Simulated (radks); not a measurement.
Values are calculated unless marked as measured or tabulated.
Question: These are the eigenvalues of the occupied orbitals of an atom or ion with whole-number occupations (hartree). Level of theory: non-relativistic Kohn-Sham, PBE, spin-polarised, spherical densities, point nucleus (a radial shooting solver on a logarithmic mesh with Libxc functionals).

orbital  eigenvalue
1s up     -1220.093
1s down   -1220.093
2s up     -193.6434
2s down   -193.5516
2p up     -182.8286
2p down   -182.7601
3s up     -47.28614
3s down   -47.24283
3p up     -42.72567
3p down   -42.67692
3d up     -34.28040
3d down   -34.20501
4s up     -15.83836
4s down   -15.56040
4p up     -14.14713
4p down   -13.87167
4d up     -11.18894

Which element is it, and in what charge state? The configuration may be excited. Open shells, if any, are filled with parallel spins first.

Answer: Z = 54, xenon, charge +13: Xe13+ in [Kr] 4d5. The list shows which subshells hold electrons but not how many an open one holds; the 1s level, -1220.1 hartree, gives Z - s = 49.4 by -(Z - s)^2/2, which with screening narrows Z to a few neighbours, and the depths of the outer levels then fix element, charge and occupations together.
